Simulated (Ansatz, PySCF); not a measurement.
Gas-phase reaction (SMILES): C[SiH](C)OC=O + F (HF) → C[SiH](C)F [fluoro(dimethyl)silane] + O=CO; hydrogen fluoride cleaves one Si-O bond, a model of a ligand-exchange step.

Structures are relaxed separately at B3LYP-D3(BJ)/def2-TZVP in Ansatz (an electronic-structure program), one conformer each, not searched for the lowest. Correlated levels leave the core frozen unless marked. No spin-orbit coupling. Non-relativistic. CBS marks a two-point X^-3 extrapolation of the correlation energy; Hartree-Fock from the larger set. [CCSD(T)-MP2]/basis is that difference in the basis named. Thermal terms are rigid-rotor harmonic-oscillator values from B3LYP-D3(BJ) frequencies (PySCF) at 298.15 K and 1 atm. 1 Eh = 627.5095 kcal/mol.

```
species        E, RI-MP2/CBS(aug-cc-pV(T+d)Z,aug-cc-pV(Q+d)Z)+[CCSD(T)-MP2]/aug-cc-pV(T+d)Z (Ansatz) (Eh)  E, PBE/def2-TZVPD (Ansatz) (Eh)  H - E (Eh)  G - E (Eh)
-------------  ------------------------------------------------------------------------------------------  -------------------------------  ----------  ----------
C[SiH](C)OC=O                                                                                  -558.46990                       -558.79802     0.11622     0.07356
F (HF)                                                                                         -100.39388                       -100.39521     0.01259    -0.00713
C[SiH](C)F                                                                                     -469.28036                       -469.56711     0.09219     0.05542
O=CO                                                                                           -189.60136                       -189.64725     0.03775     0.00957
```

Q: Work out ΔE and ΔH, ΔG, ΔS and the equilibrium constant at 298.15 K at the first level, then ΔH at the second.

A: 
1. ΔE = [(-469.28036) + (-189.60136)] - [(-558.46990) + (-100.39388)] = -0.01794 Eh = -11.3 kcal/mol at RI-MP2/CBS(aug-cc-pV(T+d)Z,aug-cc-pV(Q+d)Z)+[CCSD(T)-MP2]/aug-cc-pV(T+d)Z.
2. The terms H - E add up to 0.00113 Eh, so ΔH = (-0.01794 + (0.00113))×627.5095 = -10.5 kcal/mol.
3. The terms G - E add up to -0.00144 Eh, so ΔG = -12.2 kcal/mol, and ΔS = (0.00113 - (-0.00144))×627509.5/298.15 = 5.4 cal/(mol K).
4. log10 K = -ΔG/(RT ln 10) = 8.9, with RT ln 10 = 1.3642 kcal/mol.
5. At PBE/def2-TZVPD the same steps give ΔE = -13.3 and ΔH = -12.6 kcal/mol, a shift of -2.1 from the first level.
6. These values are not checked against measurement here, since the tables used lack a sound gas-phase enthalpy of formation for at least one species.
